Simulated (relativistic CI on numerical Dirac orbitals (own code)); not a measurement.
Mn2+ in a cubic cluster: 3p photoemission with charge transfer

Computed with a charge-transfer multiplet model of a cubic metal-ligand cluster with up to one ligand hole, Slater and spin-orbit integrals from Dirac-Coulomb-Breit ions, Slater integrals scaled by 0.7. The ground state mixes d5 with configurations of k ligand holes L, whose averages lie at kΔ + k(k − 1)U_dd/2; a core hole lowers each added d electron by U_cd. 300 K, Lorentzian 0.9 eV and Gaussian 0.8 eV FWHM.

Atomic integrals in eV (Slater integrals scaled, ζ unscaled), ground: F2dd 7.178, F4dd 4.458, zeta_d 0.037; with the core hole: F2dd 8.000, F4dd 5.006, zeta_d 0.043, zeta_core 0.835, F2cd 8.644, G1cd 10.720, G3cd 6.527.

Cluster parameters (eV): Δ = 6.3, U_dd = 6.7, U_cd = 8.3, 10Dq = 1.6, 10Dq(ligand) = 1.1, final-state hopping factor = 0.8.

```json
{"Case": "V(eg) = 1.85 eV, V(t2g) = -0.79 eV", "n_d": "5.09", "d5": "0.91", "d6L": "0.09", "S": "2.50"}
{"Case": "V(eg) = 2.45 eV, V(t2g) = -1.05 eV", "n_d": "5.14", "d5": "0.86", "d6L": "0.14", "S": "2.50"}
{"Case": "V(eg) = 3.05 eV, V(t2g) = -1.31 eV", "n_d": "5.27", "d5": "0.73", "d6L": "0.27", "S": "0.52"}
```

Weights, n_d and S are thermal averages at 300 K. Binding energies count from the first peak over 30 % of the highest in each spectrum, which can be another peak from case to case. The parameters are a model scan and need not match a compound or its usual spin state. Peaks in eV (height, largest 100):
- V(eg) = 1.85 eV, V(t2g) = -0.79 eV: 0.0 (100), 4.2 (30), 6.9 (13), 16.3 (33), 20.7 (21)
- V(eg) = 2.45 eV, V(t2g) = -1.05 eV: 0.0 (100), 5.3 (19), 8.4 (11), 16.2 (30), 22.1 (14)
- V(eg) = 3.05 eV, V(t2g) = -1.31 eV: 0.0 (100), 3.6 (38), 7.3 (20), 10.1 (23), 15.0 (10)

For the case V(eg) = 2.45 eV, V(t2g) = -1.05 eV, Δ = 6.3 eV is smaller than U_dd = 6.7 eV, the charge-transfer side of the Zaanen-Sawatzky-Allen scheme. With the core hole the average of the configuration with one ligand hole lies at Δ − U_cd = -2.0 eV before mixing: the effective hopping of about 3.1 eV (from the holes of the mixed ground state) is comparable with this gap or larger, so the configurations mix strongly. The thermal average of S changes within this range, from 2.5 to 0.5; a value between half-integers is an average over states of different spin.

With at most 1 ligand hole the space is cut while the next configuration still counts, so covalency is underestimated, and a final configuration with one more ligand hole, which can lie low, is missing from the spectra.
